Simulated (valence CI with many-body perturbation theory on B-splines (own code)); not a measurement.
Values are calculated unless marked as measured or tabulated.
# Hyperfine factors and g values of Sr16+

Method: valence CI with perturbative core correlation (CI+MBPT): four valence electrons over a frozen Dirac-Fock core [Ar], radial functions for each j: 7 s, 7 p, 8 d, 6 f, 4 g, 1 h, with the one-electron correlation potential Σ1 (screened to all orders), the two-electron term Σ2, the three-electron term Σ3, Breit, model QED; selected single and double excitations, second order for the rest, scaled by the run's own slope (own B-spline code, finite nucleus).

No measured spectrum was set against this ion. As an estimate, terms of the open shell hold to 2 to 4 % of their energy, and close levels can change places. Only levels of the ground parity were solved; by the run's estimate the other parity begins above the list, which can be wrong where configurations are misplaced.

A/g_I is the dipole constant over the nuclear g factor μ/I (μ in nuclear magnetons, uniformly magnetised nucleus), B/Q the quadrupole constant per barn. Both hold the static response of the core; the bare values leave it out. Large factors of s and p1/2 electrons are usually good to 5 to 10 %; those of open d and f shells near neutrality can be off by tens of per cent, and small factors of p3/2, d and f electrons come from cancelling terms and can be off by a factor of two or in sign, in half-filled shells by more. B is blank for J = 1/2, where it vanishes, and for nearly pure S terms. Energies count from the lowest level. Levels with J = 0 are left out.

Names give the largest LS component (configuration and term), which can be under half, so a name can repeat, a term be missing and a line seem to break the LS rules; names also repeat where a configuration has a term twice. Letters in brackets count levels of one name in rising energy.

```
       Level  E (eV)      g  A/g_I (MHz)  A/g_I bare  B/Q (MHz/b)  B/Q bare
    3d⁴ ⁵D_1   0.494  1.498          270         558         2030      2080
    3d⁴ ⁵D_2   1.146  1.494         1050        1340         1330      1360
    3d⁴ ⁵D_3   1.836  1.490         1800        2080        -1390     -1440
    3d⁴ ⁵D_4   2.518  1.483         2480        2750        -5910     -6090
    3d⁴ ³H_4   7.666  0.904         4770        4740         2830      2910
3d⁴ ³P_1 [a]   8.662  1.462         2220        2490         -314      -329
    3d⁴ ³H_5   8.708  1.057         4120        4180         3780      3890
    3d⁴ ³G_3   8.963  0.919         4760        4750          363       374
3d⁴ ³F_2 [a]   9.242  0.699         5350        5230          129       132
    3d⁴ ³H_6   9.289  1.149         4040        4140         3270      3370
3d⁴ ³F_4 [a]   9.841  1.101         3670        3750         -593      -609
3d⁴ ³P_2 [a]  10.652  1.434         2450        2690         78.8      75.9
    3d⁴ ³G_4  10.885  1.072         4230        4290        -1370     -1410
3d⁴ ³F_3 [a]  11.061  0.929         4220        4220        -1010     -1040
    3d⁴ ³G_5  11.784  1.173         3470        3590        -2390     -2470
    3d⁴ ³D_3  12.542  1.309         3120        3300         1060      1100
    3d⁴ ³D_2  12.922  1.171         3870        3980         1550      1600
    3d⁴ ¹I_6  13.176  1.014         4290        4320         5810      5980
    3d⁴ ³D_1  13.371  0.541         6200        6000          978      1010
3d⁴ ¹G_4 [a]  14.324  1.034         3670        3710        -1850     -1900
3d⁴ ¹D_2 [a]  16.336  1.033         4270        4310         2500      2570
    3d⁴ ¹F_3  17.630  1.019         4120        4150         6490      6670
3d⁴ ³P_2 [b]  20.027  1.459         2270        2530         1480      1540
3d⁴ ³F_4 [b]  20.570  1.230         2960        3100         5620      5790
3d⁴ ³F_2 [b]  20.973  0.699         6110        5990         5060      5210
3d⁴ ³F_3 [b]  21.254  1.075         4240        4300         5430      5590
3d⁴ ³P_1 [b]  21.686  1.494          668         953        -1530     -1570
3d⁴ ¹G_4 [b]  23.528  1.014         4470        4500         2700      2780
3d⁴ ¹D_2 [b]  30.309  0.998         4290        4310        -7060     -7250
```

Task: Take the isotope of mass number 87, with I = 9/2, μ = -1.09316 μN and Q = 0.305 b. What is the hyperfine structure of 3d⁴ ³H_4?

Result: From the table A = -1160 MHz, B = 862 MHz. Shifts from the centre of gravity in MHz: F = 1/2: 25900, F = 3/2: 24100, F = 5/2: 21100, F = 7/2: 16900, F = 9/2: 11500, F = 11/2: 5030, F = 13/2: -2530, F = 15/2: -11100, F = 17/2: -20700.
